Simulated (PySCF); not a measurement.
# `c1c(C)nn[n]1[GeH3]`, C3H7GeN3

Geometry:
| atom | x (Å) | y (Å) | z (Å) |
| --- | --- | --- | --- |
| C1 | 2.645 | 0.184 | 0.591 |
| C2 | 1.219 | -0.148 | 0.346 |
| C3 | 0.081 | 0.608 | 0.535 |
| N4 | -0.943 | -0.182 | 0.140 |
| Ge5 | -2.777 | -0.064 | 0.061 |
| N6 | -0.444 | -1.359 | -0.266 |
| N7 | 0.826 | -1.343 | -0.146 |
| H8 | 2.955 | 1.019 | -0.035 |
| H9 | 3.256 | -0.683 | 0.355 |
| H10 | 2.800 | 0.461 | 1.633 |
| H11 | -0.076 | 1.604 | 0.899 |
| H12 | -3.144 | -1.209 | -0.801 |
| H13 | -3.102 | 1.277 | -0.515 |
| H14 | -3.296 | -0.167 | 1.460 |

Computed, not measured: GIAO PBE0/pcSseg-1 magnetisability, rotational g tensor and spin-rotation constants, non-relativistic, gas phase in PySCF 2.14.0. Geometry: GFN2-xTB.

The calculation is non-relativistic, which matters for the atoms heavier than Zn.

(1) Give the nuclear spin-rotation constants along the inertial axes (H = +C I·J) beside the isotropic shieldings.

(2) How do the rotational constants and the g tensor change when H8, H9, H10, H11, H12, H13, H14 are replaced by deuterium?

Answers

(1) Rotational constants 7.4102, 0.8588, 0.7806 GHz. A star marks the isotopologue with that one atom substituted, in its own axes.
| atom | isotope | Caa (kHz) | Cbb (kHz) | Ccc (kHz) | mean (kHz) | σ (ppm) |
| --- | --- | --- | --- | --- | --- | --- |
| N4 | 14N | 1.626 | 0.106 | 0.059 | 0.597 | 8.0 |
| N6 | 14N | 2.107 | 0.213 | 0.073 | 0.797 | -148.4 |
| N7 | 14N | 2.156 | 0.209 | 0.052 | 0.806 | -129.2 |
| H8 | 1H | -0.680 | -0.063 | -0.009 | -0.251 | 29.2 |
| H9 | 1H | -0.268 | -0.023 | -0.083 | -0.125 | 28.8 |
| H10 | 1H | -0.694 | -0.053 | -0.017 | -0.255 | 29.2 |
| H11 | 1H | -0.722 | 0.096 | -0.089 | -0.238 | 24.2 |
| H12 | 1H | -0.562 | 0.020 | -0.064 | -0.202 | 26.3 |
| H13 | 1H | -0.586 | -0.026 | -0.024 | -0.212 | 26.6 |
| H14 | 1H | -0.582 | -0.073 | 0.018 | -0.212 | 26.7 |
| C1 | 13C* | 0.920 | 0.120 | 0.104 | 0.381 | 174.0 |
| C2 | 13C* | 3.311 | 0.326 | 0.149 | 1.262 | 39.0 |
| C3 | 13C* | 2.467 | 0.386 | 0.120 | 0.991 | 56.4 |
| Ge5 | 73Ge* | -1.812 | -0.241 | -0.228 | -0.761 | 1480.6 |

For the geometry as given, no vibrational averaging.

(2) Constants 6.1133, 0.7688, 0.7004 GHz; g -0.1046, -0.0121, 0.0039, against -0.1259, -0.0137, 0.0043 before.
